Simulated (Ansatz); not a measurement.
`C[N](C)[Cd][F]` at its PBE0-D4/def2-TZVP geometry, where that method's forces vanish. The species carries charge 0 and has multiplicity 1. Cd takes the def2 core potential.

```json
{"atom": "C1", "x (Å)": "0.4488", "y (Å)": "0.8481", "z (Å)": "-0.9396"}
{"atom": "N2", "x (Å)": "0.3098", "y (Å)": "-0.2010", "z (Å)": "0.0417"}
{"atom": "C3", "x (Å)": "-0.8561", "y (Å)": "-1.0124", "z (Å)": "-0.2137"}
{"atom": "Cd4", "x (Å)": "0.7676", "y (Å)": "0.2188", "z (Å)": "1.9407"}
{"atom": "F5", "x (Å)": "1.3570", "y (Å)": "0.5157", "z (Å)": "3.7611"}
{"atom": "H6", "x (Å)": "-0.4007", "y (Å)": "1.5511", "z (Å)": "-0.9739"}
{"atom": "H7", "x (Å)": "0.5317", "y (Å)": "0.4035", "z (Å)": "-1.9428"}
{"atom": "H8", "x (Å)": "1.3587", "y (Å)": "1.4298", "z (Å)": "-0.7709"}
{"atom": "H9", "x (Å)": "-1.8085", "y (Å)": "-0.4560", "z (Å)": "-0.1908"}
{"atom": "H10", "x (Å)": "-0.9309", "y (Å)": "-1.8345", "z (Å)": "0.5028"}
{"atom": "H11", "x (Å)": "-0.7775", "y (Å)": "-1.4630", "z (Å)": "-1.2145"}
```

Q: For each bond, give half the difference of the two atoms' forces along it (eV/Å; positive pushes the atoms apart) under PBE-D4, r2SCAN-D4, B3LYP-D4, ωB97M-V in def2-TZVPP. (Estimate.)

A: Computed: 
| bond | length (Å) | PBE-D4 | r2SCAN-D4 | B3LYP-D4 | ωB97M-V |
| --- | --- | --- | --- | --- | --- |
| C1–N2 | 1.443 | 0.11 | 0.18 | 0.18 | 0.23 |
| C1–H6 | 1.103 | 0.08 | -0.05 | -0.07 | -0.09 |
| C1–H7 | 1.100 | 0.14 | -0.01 | -0.08 | -0.13 |
| C1–H8 | 1.093 | 0.05 | -0.07 | -0.12 | -0.08 |
| N2–C3 | 1.443 | 0.11 | 0.18 | 0.18 | 0.23 |
| N2–Cd4 | 1.998 | -0.01 | -0.01 | 0.06 | -0.14 |
| C3–H9 | 1.103 | 0.08 | -0.05 | -0.07 | -0.09 |
| C3–H10 | 1.093 | 0.05 | -0.07 | -0.12 | -0.08 |
| C3–H11 | 1.100 | 0.14 | -0.01 | -0.08 | -0.13 |
| Cd4–F5 | 1.936 | 0.12 | -0.12 | 0.02 | -0.05 |

B3LYP here is the variant with VWN-RPA as its local correlation; programs differ in this.
